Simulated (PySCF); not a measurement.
# Relaxation of singlet TaNCl₂

Level of theory: PBE0 in PySCF with Ta def2-TZVP with ECP60, N def2-TZVP, Cl def2-TZVP; scalar-relativistic core potentials, no spin–orbit coupling; density-fitted integrals. A (50,194) grid was used.

A start displaced from a saddle point along its imaginary mode, of Cs symmetry, held to at least that symmetry:

```xyz
4
charge 0 multiplicity 1, angstrom
Ta   -0.1088   -0.0580   -0.0762
N    -1.4803    0.2500   -1.0369
Cl   -0.6697    0.1000    2.1860
Cl    1.8256    0.1000   -1.3764
```

Optimiser trace:
```json
{"step": "0", "E − E(last) (kJ/mol)": "15.33", "largest gradient (Eh/bohr)": "0.02471"}
{"step": "1", "E − E(last) (kJ/mol)": "8.72", "largest gradient (Eh/bohr)": "0.00456"}
{"step": "2", "E − E(last) (kJ/mol)": "6.81", "largest gradient (Eh/bohr)": "0.00766"}
{"step": "3", "E − E(last) (kJ/mol)": "3.87", "largest gradient (Eh/bohr)": "0.00551"}
{"step": "4", "E − E(last) (kJ/mol)": "1.28", "largest gradient (Eh/bohr)": "0.00737"}
{"step": "5", "E − E(last) (kJ/mol)": "1.03", "largest gradient (Eh/bohr)": "0.01030"}
{"step": "6", "E − E(last) (kJ/mol)": "0.14", "largest gradient (Eh/bohr)": "0.00298"}
{"step": "7", "E − E(last) (kJ/mol)": "0.03", "largest gradient (Eh/bohr)": "0.00187"}
{"step": "8", "E − E(last) (kJ/mol)": "0.00", "largest gradient (Eh/bohr)": "0.00036"}
{"step": "9", "E − E(last) (kJ/mol)": "0.00", "largest gradient (Eh/bohr)": "0.00004"}
```

It ends at Cs with Ta–Cl 2.305 Å (×2), Ta–N 1.680 Å; Cl–Ta–Cl 114.4°, Cl–Ta–N 106.6° (×2) (after a last refinement on a finer grid). A frequency run shows a minimum.

Final geometry:
Coordinates in bohr (charge 0 multiplicity 1):
```
Ta   -0.3118   -0.3974   -0.2184
N    -2.6309    1.0378   -1.8428
Cl   -0.7595    0.8238    3.9379
Cl    3.4414    0.8238   -2.0594
```

With an element this heavy the missing spin–orbit coupling can shift these numbers.
